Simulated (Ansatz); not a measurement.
Program: Ansatz 0.2.0.

C₂H₃Cl₂F₃OSn, SMILES `[CH3][Sn]([Cl])([Cl])[O]C(F)(F)F`. Charge 0, multiplicity 1. Sn takes the def2 core potential. The structure was optimised at the PBE0-D4/def2-TZVP level. It is one conformer, not always the lowest.

```xyz
12

C     1.377   -0.386   -1.154
Sn   -0.562    0.431   -1.004
Cl   -0.676    2.714   -1.235
Cl   -2.122   -0.488   -2.415
O    -1.391    0.066    0.774
C    -0.647   -0.137    1.839
F    -0.074   -1.360    1.846
F     0.383    0.745    1.925
F    -1.359   -0.026    2.952
H     1.320   -1.443   -0.899
H     1.731   -0.257   -2.175
H     2.020    0.141   -0.453
```

(1) What is the dipole moment at ωB97M-V/def2-TZVPP? (An estimate is asked.)

(2) And with PBE, r2SCAN, B3LYP? (Estimate.)

(3) Give the Mulliken charges with ωB97M-V, B3LYP, r2SCAN in def2-TZVPP. (An estimate is asked.)

## Answers

(1) The calculation gave: 3.69 D, with components (2.87, -0.84, -2.16) D in this frame, pointing from negative to positive charge.

(2) The calculation gave: PBE 3.57 D, r2SCAN 3.68 D, B3LYP 3.71 D.

(3) The calculation gave: 
```
atom  ωB97M-V  B3LYP  r2SCAN
  C1    -0.58  -0.56   -0.46
 Sn2     1.06   1.18    1.14
 Cl3    -0.28  -0.32   -0.32
 Cl4    -0.28  -0.32   -0.32
  O5    -0.46  -0.46   -0.47
  C6     0.55   0.58    0.58
  F7    -0.19  -0.20   -0.20
  F8    -0.20  -0.21   -0.21
  F9    -0.15  -0.16   -0.16
 H10     0.18   0.16    0.14
 H11     0.17   0.16    0.13
 H12     0.18   0.16    0.14
```

B3LYP here is the variant with VWN-RPA as its local correlation; programs differ in this.
